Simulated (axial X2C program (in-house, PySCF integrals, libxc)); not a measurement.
**Spin–orbit effects down a group: molecules with Al (ions), MP2**

Calculated with an in-house all-electron X2C program for linear molecules (integrals from PySCF), spin-free (one-electron X2C) or two-component (2c: spin–orbit coupling with atomic mean-field Coulomb and Gaunt terms, which also bring small scalar terms), in Dyall basis sets with cores contracted in-house; open shells are unrestricted.

Basis sets: Al dyall-av3z, O dyall-av3z, S dyall-av3z, Se dyall-acv3z. Frozen shells (counts by l): AlO⁻ Al 2s1p, O 1s, 10 electrons correlated; AlS⁻ S 2s1p, Al 2s1p, 10 electrons correlated; AlSe⁻ Se 3s2p1d, Al 2s1p, 10 electrons correlated. Where the outer core of a metal is frozen, bonds come out longer and ionisation energies lower.

```csv
molecule,spin-free state,Re (Å),ωe (cm⁻¹),De (eV),2c state,Re 2c (Å),ωe 2c (cm⁻¹),De 2c (eV)
AlO⁻,"M_S = 0, Λ = 0",1.673,908.4,6.74,Ω = 0,1.673,908.5,6.73
AlS⁻,"M_S = 0, Λ = 0",2.109,571.6,4.90,Ω = 0,2.110,571.5,4.87
AlSe⁻,"M_S = 0, Λ = 0",2.239,446.2,4.42,Ω = 0,2.240,445.7,4.33
```

Fragments in 2c: Al + O-, S- + Al, Se- + Al. Each entry is the lowest single determinant of a limited PBE0 search at one distance. De goes to single-determinant-based atoms at the same level (for ions the charge split of lowest energy) and is withheld (n/a) where an atom does not fit its ground term or J level. Main or longest-lived isotopes.
